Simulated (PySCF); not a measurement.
## Magnetisability: n-GeSiSiSiH10

Geometry:
```
atom   x (Å)   y (Å)   z (Å)
 Ge1   0.176  -0.846   2.166
 Si2   0.752  -1.495  -0.007
 Si3   0.604   0.281  -1.505
 Si4  -1.169   1.734  -1.149
  H5   0.551   0.566   2.526
  H6   0.772  -1.630   3.302
  H7  -1.293  -0.877   2.482
  H8  -0.141  -2.602  -0.374
  H9   2.087  -2.106   0.059
 H10   1.876   1.024  -1.469
 H11   0.567  -0.258  -2.874
 H12  -1.399   1.925   0.287
 H13  -0.964   3.063  -1.729
 H14  -2.420   1.221  -1.715
```

Computed, not measured: GIAO mPW1PW91/def2-SVP magnetisability, rotational g tensor and spin-rotation constants, non-relativistic, gas phase in PySCF 2.14.0. Geometry: GFN2-xTB.

The calculation is non-relativistic, which matters for the atoms heavier than Zn.

What are the magnetisability and the molar susceptibility?

Isotropic -1608 × 10⁻³⁰ J/T², or -96.8 × 10⁻⁶ cm³/mol; principal values -1617, -1609, -1598 × 10⁻³⁰ J/T², anisotropy 16 × 10⁻³⁰ J/T² (root of half the summed squared differences of the principal values). The susceptibility is in cgs units.

Split it along the inertial axes a, b, c into diamagnetic and paramagnetic parts about the centre of mass, with the quadrupole moment.


```
axis  χ (10⁻⁶ cm³/mol)  diamagnetic (10⁻⁶ cm³/mol)  paramagnetic (10⁻⁶ cm³/mol)  summed x² of all electrons (Å²)  quadrupole Θ (D Å)
   a             -97.0                      -578.8                        481.8                            309.2               -0.33
   b             -96.3                     -1433.1                       1336.8                            107.8               -0.64
   c             -97.2                     -1769.4                       1672.1                             28.6               +0.97
```
Anisotropies 2χaa − χbb − χcc = -0.3 and 2χbb − χaa − χcc = +1.5 × 10⁻⁶ cm³/mol. Θ is traceless in Buckingham's convention.

And the rotational g tensor?


```
axis  rotational constant (GHz)        g  nuclear part  electronic part
   a                     2.7956  -0.0243        0.6085          -0.6328
   b                     0.8650  -0.0077        0.5355          -0.5432
   c                     0.6939  -0.0062        0.5389          -0.5451
```
Asymmetric top; isotopes 74Ge, 1H, 28Si; no vibrational averaging.
